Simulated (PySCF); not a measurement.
**Computed properties of H6NSi2, SMILES [SiH2]N[SiH3]**

H6NSi2, SMILES N([SiH3])[SiH2] (connectivity only; charge and spin as stated), charge +1, multiplicity 1. Coordinates come from a TPSSh-D3(BJ)/def2-SVP optimisation. The multiplicity is an assumed one; other spin states were not compared. The isomer is the one that the SMILES or the coordinates give; other isomers of the formula were not compared. One conformer was computed; it need not be the lowest. All values are computed for the isolated molecule unless a solvent is named; none is compared with measurement here.

**Structure.** The optimised structure has Cs symmetry. All 21 harmonic modes at TPSSh-D3(BJ)/def2-SVP (PySCF) are real, so it is a minimum. With heavy atoms numbered as in [SiH2:1][NH:2][SiH3:3], the shortest bond between them is Si1–N2 at 1.656 Å and the longest N2–Si3 at 1.841 Å.

**Vibrations.** The strongest infrared lines (harmonic, unscaled, degenerate partners summed) lie at 922 cm⁻¹ (267 km/mol, H 92 %), 1222 cm⁻¹ (160 km/mol, H 61 %, N 34 %), 786 cm⁻¹ (137 km/mol, H 56 %, N 31 %, Si 14 %). The softest mode is at 129 cm⁻¹ and the zero-point energy is 37.0 kcal/mol.

**Electronic structure.** ωB97X/def2-TZVPD (PySCF) places the frontier levels at -16.18 and -5.63 eV, a gap of 10.55 eV and a mean polarisability of 54.1 bohr³. PBE/def2-TZVPD (PySCF) at the same geometry gives -12.60 and -8.71 eV, so its gap is 6.66 eV narrower. An orbital gap is neither the optical nor the fundamental gap.

**Excitations.** TDA-CAM-B3LYP/def2-SVPD (PySCF) has S1 at 5.97 eV (208 nm, f = 0.201, bright); the most intense of the 10 singlets computed lies at 5.97 eV (f = 0.20). T1 (TDA) is at 4.23 eV, 1.74 eV under S1. TDA-PBE/def2-SVPD (PySCF) puts S1 at 4.41 eV. No vertical singlet excitation falls in the visible range (under 3.1 eV).

**NMR.** GIAO shifts at KT2/pcSseg-1 (PySCF) (non-relativistic, atoms alike by connectivity averaged): ¹H from 5.6 to 7.3 ppm against TMS; ²⁹Si from -18.5 to 143.0 ppm against TMS.

**Solvation.** SMD-ωB97X/def2-SVP (PySCF) gives -55.7 kcal/mol in water, -53.4 kcal/mol in 1-octanol, -57.4 kcal/mol in ethanol (1 M in both phases, gas-phase geometry); of these solvents ethanol holds the molecule best.
